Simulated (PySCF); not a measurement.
## Indirect couplings

Bonds: As1-C2 1.966 Å, As1-C6 1.966 Å, As1-C10 1.966 Å. C2 carries H3, H4, H5; C6 carries H7, H8, H9; C10 carries H11, H12, H13.

Method: B3LYP/pcJ-1 (pcSseg-1 on As) (without the spin–dipole term)//PBE0-D3(BJ)/def2-SVP, PySCF 2.14.0 with density-fitted response routines; isolated molecule, single conformer, non-relativistic. Couplings are averaged over pairs made equivalent by symmetry, fast rotation or ring inversion, so a value needn't be that of the named pair in this geometry, while other rotamers aren't included; one pair stands for each set, and the list holds those of at least 0.8 Hz over up to four bonds.

Isotopes: ¹³C, ¹H.

```csv
pair,bonds,J (Hz)
"C2, H3",1,?
"H3, H4",2,?
"C2, H7",3,4.8
```

Q: Estimate the withheld couplings, with signs.

A: 
- ¹J(C2,H3) = 138.7 Hz (bond length 1.100 Å)
- ²J(H3,H4) = -12.5 Hz (mean over equivalent pairs that range from -14.1 to -11.7 Hz in this conformer)

Relativistic effects of the heavier atoms present are left out.
